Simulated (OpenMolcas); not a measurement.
Ca II: effect of the basis set

```
Program             : OpenMolcas 26.06
Method              : XMS-CASPT2, IPEA 0.25 Eh, imaginary shift 0.1 Eh (closed shells correlated: 3s 3p)
Active space        : 1 electron in 9 orbitals (3d 4s 4p)
State averaging     : 2S+1 = 2 even, 6 roots; 2S+1 = 2 odd, 3 roots
Spin-orbit coupling : RASSI with atomic mean-field integrals over the reference wave functions, term energies averaged over their components
```

A. ANO-RCC-VTZP [6s5p2d1f], DKH2, point nucleus; CASPT2 step about 2.3 core-seconds
B. ANO-RCC-VQZP [7s6p3d2f1g], DKH2, point nucleus; CASPT2 step about 2.8 core-seconds
C. ANO-RCC [10s9p6d4f2g], DKH2, point nucleus; CASPT2 step roughly 5 core-seconds

Energies in cm-1 above 4s 2S 1/2, the measured ground level; measured values from NIST Handbook of Basic Atomic Spectroscopic Data.

```csv
Level,A,B,C,Measured
4s 2S 1/2,0.0,0.0,0.0,0.0
3d 2D 3/2,24000,22690,19600,13650
3d 2D 5/2,24030,22710,19630,13711
4p 2P* 1/2,25320,25400,25410,25192
4p 2P* 3/2,25470,25560,25560,25414
```

Deviations, from unrounded energies. A percentage is the sum of absolute deviations over the sum of measured energies, with the sign that they share, or ± where signs differ.

| Against measurement | Levels | A | B | C |
| --- | --- | --- | --- | --- |
| mean absolute deviation (cm-1) | 4 | 5200 | 4600 | 3100 |
| other configurations (%) | 4 | +26.7 | +23.6 | +15.7 |

C lies closest to measurement on these levels and A furthest from it. The largest miss of C in the table is 3d 2D 3/2, by +5900 cm-1. The ranking rests on the paired levels alone, and a cruder setting can come out closer through cancelling errors.

Among A to C the level of the table that moves most is 3d 2D 3/2, by 4400 cm-1 (lowest in C, highest in A). Moves below CASPT2's spread within the term are not significant.

CASPT2 breaks the degeneracy within a term, and the mean is taken; among the terms shown or strongly mixed into the levels shown the widest spread is 50 cm-1 (3d 2D, B). ANO sets are built for ground and valence states and can reach diffuse excited orbitals poorly. With one active electron, CASPT2 adds the correlation within the correlated inactive shells and between them and that electron, and leaves the splitting within a term as the reference gives it. Computed and measured levels are paired by configuration, term and J; levels that our copy of the source lacks, or whose pairing is in doubt (as where it misses far off the trend of its configuration), stay unpaired and out of the deviations. Only configurations of the active space appear.

* marks odd parity.
